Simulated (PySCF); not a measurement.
Telling isomers of C$_{5}$H$_{7}$FO$_{2}$ apart by NMR

Method: shielding tensors at PBE0/pcSseg-1 (GIAO), coordinates at the PBE0-D3(BJ)/def2-SVP level, spin–spin couplings from B3LYP/pcJ-1 (spin–dipole term left out of most H,H and C,H couplings), in PySCF (equivalent nuclei averaged, relativity neglected, one conformer, no solvent model).

Scale: TMS for $^{1}$H, $^{13}$C (reference shieldings calculated alike). Multiplet labels drop J under 1 Hz and among equivalent protons, and merge close values. Unscaled 3J(H,H) run several per cent high. One-bond C–F couplings are unscaled and too large by tens of Hz. Shifts are as computed. Against solution values, carbons near 30 ppm lie about +2 ppm off and those near 130 ppm about +5 ppm (rms about the fit 1.9 ppm; single classes can miss by 10 ppm). Of 1328 compounds with measured shifts, 309 miss one by over three times the rms of a fit or turn the order of signals round; such compounds aren't used in these exercises. Signals without a measured value on file couldn't be tested in this way; 1H shifts scatter by 0.2 ppm about their fit, and single ones miss by 0.5 ppm.

(1) Tabulate the signals of `C/C=C(/OC)C(=O)F`, `CO/C(C)=C\C(=O)F` and their relative energies.

(2) What is the quickest way to tell C/C=C(/OC)C(=O)F from CO/C(C)=C\C(=O)F?

Results:

(1) 
```tsv
SMILES	carbon types	δC	δH	E rel. (kcal/mol)
C/C=C(/OC)C(=O)F	2×C 1×CH 2×CH3	160.0, 148.9, 121.3, 53.7, 16.0	5.32 (dq, 1H), 3.44 (s, 3H), 2.15 (d, 3H)	5.6
CO/C(C)=C\C(=O)F	2×C 1×CH 2×CH3	177.6, 159.1, 95.1, 54.2, 19.1	4.73 (dq, 1H), 3.74 (s, 3H), 1.92 (d, 3H)	0.0
```

Energies are electronic energies at PBE0/pcSseg-1 on these geometries, without zero-point or thermal terms, each for the one conformer computed, which needn't be the lowest.

(2) Both give the same number of carbon signals, with the same numbers of each carbon type, so the positions decide. The first has a β carbon of a C=C–C=O unit (CH) at 121.3 ppm, the second a β carbon of an enol-ether or enamine type C=C (CH) at 95.1 ppm. Their most deshielded carbons lie at 160.0 and 177.6 ppm. In the proton spectra the most deshielded non-exchanging signals are 5.32 (dq, J = 13.3, 8.8 Hz, 1H) and 4.73 (dq, J = 6.2, 1.1 Hz, 1H).
